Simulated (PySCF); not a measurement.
# Worked example: entropy of an ideal gas

Ga(H)2(NHMe) (CH₆GaN), SMILES C[NH][GaH2].

Geometry: PBE-D3(BJ)/def2-SVP.

PBE-D3(BJ)/def2-SVP in PySCF gives the harmonic wavenumbers 165, 224, 281, 484, 525, 586, 624, 692, 1048, 1093, 1131, 1335, 1395, 1409, 1440, 1930, 1943, 2911, 2964, 3040, 3499 cm⁻¹ and the rotational temperatures 1.6679, 0.1756, 0.1623 K. The molar mass is 101.79 g/mol, the symmetry number 1, the spin multiplicity 1.

**Question.** Work out the entropy at 298.15 K and 1 atm in the rigid-rotor, harmonic-oscillator model.

**Answer.** 
Translation (Sackur–Tetrode at 1 atm): S = R[1.5 ln M + 2.5 ln T − 1.16487] = 166.4 J/(mol K).
Rotation: q = (√π/σ) T^1.5/√(θA θB θC) = 41900, S = R[ln q + 3/2] = 101.0 J/(mol K).
Vibration: with u = 1.4388 ν/T, each mode gives R[u/(e^u − 1) − ln(1 − e^−u)]:
```csv
ν (cm⁻¹),modes,u,S (J/(mol K))
165,1,0.80,10.43
224,1,1.08,8.06
281,1,1.36,6.39
484,1,2.34,2.93
525,1,2.53,2.50
586,1,2.83,1.98
624,1,3.01,1.72
692,1,3.34,1.32
1048,1,5.06,0.32
1093,1,5.27,0.27
1131,1,5.46,0.23
1335,1,6.44,0.10
1395,1,6.73,0.08
1409,1,6.80,0.07
1440,1,6.95,0.06
1930,1,9.31,0.01
1943,1,9.38,0.01
```
The stiffer modes add less than 0.005 each. Sum 36.5 J/(mol K).
Spin: R ln 1 = 0.0 J/(mol K).
Total 303.8 J/(mol K); the program's own thermochemistry gives 303.8. Translation makes up 55 % and vibration 12 %. Anharmonicity, hindered rotation and orbital degeneracy are left out.
